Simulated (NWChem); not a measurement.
Extrapolating the CCSD(T) correlation energy of F$_{2}$Mg

```
Mg
F 1 1.7682
F 1 1.7682 2 180.00
```
Charge 0, spin multiplicity 1.

The numbers come from NWChem runs, not from measurements. All single points use one geometry, from PBE/def2-SVP, a minimum by its harmonic frequencies.

The correlated methods keep 7 core orbitals frozen. The structure started from a generated list of species. Coupled-cluster values serve here as a point of comparison, not as the truth.

Worked example. The CCSD(T) correlation energy is -419.14 mHa in cc-pVDZ and -566.31 mHa in cc-pVTZ. The form E(X) = E∞ + A/X³ turns the pair into an estimate of the basis-set limit.

E∞ = (3³·(-566.31) − 2³·(-419.14))/(3³ − 2³) = -628.3 mHa. The larger basis holds 90 % of that, at about 8 times the processor time of the smaller one. This is a two-point estimate, and a rough one from so small a pair.
